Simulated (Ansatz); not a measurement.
The same path of CH8GaN (11 atoms, charge 0, multiplicity 1) was run twice with different band settings. Lost on the way: Ga1–H2, N5–H11. Made: H2–H11.

The calculation used RKS PBE0/def2-SVP (Ansatz 0.2.0).

Relaxed end points:

```xyz
11
Properties=species:S:1:pos:R:3
Ga 0.036 -0.011 0.265
H -0.117 0.736 1.654
H 1.481 -0.073 -0.382
H -1.213 -0.026 -0.710
N -0.086 -2.027 0.965
H -0.095 -2.627 0.139
C 0.983 -2.422 1.883
H 0.896 -3.469 2.217
H 1.952 -2.283 1.386
H 0.962 -1.764 2.762
H -1.001 -2.136 1.403
```

```xyz
11
Properties=species:S:1:pos:R:3
Ga 0.448 -0.718 -0.662
H -1.345 -0.115 3.186
H 1.893 -0.132 -0.765
H -0.776 -0.388 -1.576
N 0.157 -1.909 0.682
H -0.764 -2.329 0.763
C 1.100 -2.418 1.646
H 1.256 -3.510 1.556
H 2.081 -1.939 1.504
H 0.790 -2.217 2.689
H -1.043 -0.426 2.559
```

Common settings: movable images 7; climbing image yes; spring 5.0 eV/Å²; start path through a guess of the saddle point; force threshold 0.05 eV/Å; iteration limit 60; end points relaxed.

| run | optimiser |
| --- | --- |
| 1 | quadratic models (default) |
| 2 | fire |

(1) What does each run give, and how far can it be trusted?

Answers

(1) Run 1: converged after 33 iterations, highest image 1.678 eV above the first end. The profile has 2 maxima (images 4, 6) with wells between them (image 5): this band takes more than one step, which may be the mechanism or a detour left from its start path. Neighbouring images differ by up to 1.4 eV, so the band resolves the path poorly. A vibrational analysis at the climbing image gives one clearly imaginary mode, 1166i cm⁻¹: a first-order saddle point.
Run 2: not converged after 60 iterations, highest image 1.862 eV above the first end. The band didn't meet its force threshold, so its energies are provisional: the largest band force was still 0.12 eV/Å, and over the last iterations the top stayed at 1.86 eV.
The orbitals stay closed-shell, which can raise the energy where a bond breaks towards radicals; this wasn't checked here.
